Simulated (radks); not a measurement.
Spherical jellium clusters: N electrons in a uniform positive sphere of charge N and radius rs N^(1/3), rs = 4.21 bohr. Calculated with a radial shooting solver with Libxc functionals: non-relativistic Kohn-Sham, PBEsol, spin-polarised, spherical densities. Levels are named by radial order and angular momentum (1s, 1p, 1d, 2s, ...), and open shells are averaged over m.

N = 13, configuration 1s2 1p6 1d(up 5, down 0). This is the lowest configuration that the search found. Occupied levels:

level    occupation  eigenvalue (eV)  <r> (bohr)
1s up             1          -4.6955       6.537
1s down           1          -4.4282       5.809
1p up             3          -3.8726       7.608
1p down           3          -3.3879       7.257
1d up             5          -2.7967       8.469

Energy (eV): total -23.4335, kinetic 21.445, external -549.01, Hartree 270.95, exchange-correlation -45.561, background 278.74.

Electron density:

r (bohr)  n(r) (e/bohr^3)
0.720            0.001817
1.52             0.002025
2.32             0.002354
3.12             0.002765
3.93             0.003200
4.73             0.003584
5.53             0.003824
6.33             0.003821
7.13             0.003512
7.93             0.002914
8.74             0.002147
9.54             0.001391
10.3            0.0007931
11.1            0.0004084
11.9            0.0001961
12.7           0.00009084
13.6           0.00004091
14.3           0.00001845
15.2            8.256e-06
15.9            3.666e-06
